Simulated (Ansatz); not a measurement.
Cost and result for the atomization energy of C$_{2}$H$_{10}$AlNSi, SMILES `C[SiH](C)[AlH][NH2]` (15 atoms, 14 bonds).

```xyz
15

C     0.426   -0.355    1.763
Si   -0.396    0.653    0.397
C     0.653    2.173    0.015
Al   -0.826   -0.715   -1.599
N    -0.460   -2.448   -1.509
H    -0.193   -1.208    2.050
H     1.396   -0.738    1.436
H     0.589    0.257    2.654
H    -1.709    1.145    0.928
H     0.182    2.798   -0.748
H     1.642    1.886   -0.352
H     0.790    2.783    0.912
H    -1.403   -0.205   -2.993
H    -0.601   -3.109   -2.256
H    -0.090   -2.916   -0.698
```

Total charge 0; spin multiplicity 1. The structure was optimised at the PBE0-D4/def2-TZVP level. It is one conformer, not always the lowest. Program: Ansatz. All runs use 4 threads of an Arm Neoverse V1 on a shared host. Times are those of one run each, without the atoms' runs, and a repeat can differ threefold. Electronic energies, without spin–orbit coupling; frozen cores. CCSD(T)/CBS adds CCSD(T) − MP2 in def2-TZVPP to the MP2 limit, and its time is that of the two runs behind it. T1 = 0.011. B3LYP takes the VWN-RPA correlation (the form of Gaussian; ORCA's B3LYP/G).

CCSD(T)/CBS is a level of theory with its own doubt, some kJ/mol a heavy atom from the limit and from the frozen cores, so smaller differences don't rank the functionals.

```json
{"level": "PBE-D4/def2-TZVPP (with forces)", "functions": "317", "wall time": "3.8 s", "atomization (kcal/mol)": "1248.4", "difference from CCSD(T)/CBS": "7.1", "per bond": "0.5"}
{"level": "PBE0-D4/def2-TZVPP", "functions": "317", "wall time": "4.7 s", "atomization (kcal/mol)": "1236.8", "difference from CCSD(T)/CBS": "-4.5", "per bond": "-0.3"}
{"level": "r2SCAN-D4/def2-TZVPP (with forces)", "functions": "317", "wall time": "7.5 s", "atomization (kcal/mol)": "1240.3", "difference from CCSD(T)/CBS": "-1.0", "per bond": "-0.1"}
{"level": "B3LYP-D4/def2-TZVPP (with forces)", "functions": "317", "wall time": "8 s", "atomization (kcal/mol)": "1241.6", "difference from CCSD(T)/CBS": "0.3", "per bond": "0.0"}
{"level": "B2PLYP/def2-TZVPP", "functions": "317", "wall time": "9.5 s", "atomization (kcal/mol)": "1225.9", "difference from CCSD(T)/CBS": "-15.4", "per bond": "-1.1"}
{"level": "ωB97X-V/def2-TZVPP", "functions": "317", "wall time": "13 s", "atomization (kcal/mol)": "1245.6", "difference from CCSD(T)/CBS": "4.3", "per bond": "0.3"}
{"level": "ωB97M-V/def2-TZVPP (with forces)", "functions": "317", "wall time": "19 s", "atomization (kcal/mol)": "1242.7", "difference from CCSD(T)/CBS": "1.4", "per bond": "0.1"}
{"level": "MP2/def2-QZVPP", "functions": "611", "wall time": "39 s", "atomization (kcal/mol)": "1232.1", "difference from CCSD(T)/CBS": "-9.2", "per bond": "-0.7"}
{"level": "CCSD(T)/def2-TZVPP", "functions": "317", "wall time": "21 min", "atomization (kcal/mol)": "1210.1", "difference from CCSD(T)/CBS": "-31.2", "per bond": "-2.2"}
{"level": "CCSD(T)/CBS(def2)", "functions": "–", "wall time": "21 min", "atomization (kcal/mol)": "1241.3", "difference from CCSD(T)/CBS": "0.0", "per bond": "0.0"}
```

In def2-TZVPP, CCSD(T) changes the Hartree–Fock value by +286.2 kcal/mol (the triples alone add +13.7 kcal/mol) and MP2 by +289.7 kcal/mol; breaking electron pairs costs correlation energy, which Hartree–Fock lacks. From PBE to PBE0 (25 % exact exchange), in def2-TZVPP and without D4, the atomization energy moves by −10.6 kcal/mol: exact exchange takes away binding that semilocal exchange gives to molecules. The D4 term adds +11.3 kcal/mol with B3LYP and +6.1 kcal/mol with PBE0; it sums over pairs of atoms, weighted by their polarisabilities, and B3LYP, whose exchange is more repulsive, gets the larger term.
